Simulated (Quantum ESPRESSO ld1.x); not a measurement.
Results of a calculation; reference values are marked as such.
All-electron atom: the cobalt ion Co+ in [Ar] 3d7 4s1 (not the ground configuration). Code: ld1.x of Quantum ESPRESSO 7.5. Model: scalar-relativistic Kohn-Sham, PW91, spin-unpolarised, spherical densities, point nucleus.

Normalised radial functions P(r) = r R(r), r in bohr:

r              3s
0.006221   0.1757
0.009281   0.2380
0.01384    0.3073
0.02082    0.3680
0.03106    0.3814
0.04634    0.2927
0.06968    0.0411
0.104     -0.3415
0.1551    -0.6527
0.2313    -0.5211
0.3479     0.2410
0.519      1.0823
0.7743     1.2110
1.164      0.6596
1.737      0.1787
2.591      0.0200
3.866      0.0006
5.813      0.0000
8.673      0.0000

3s: eigenvalue -111.24 eV, 2 radial nodes at r = 0.0731, 0.313 bohr, <r> = 0.774 bohr, 90 % of the charge inside 1.16 bohr.
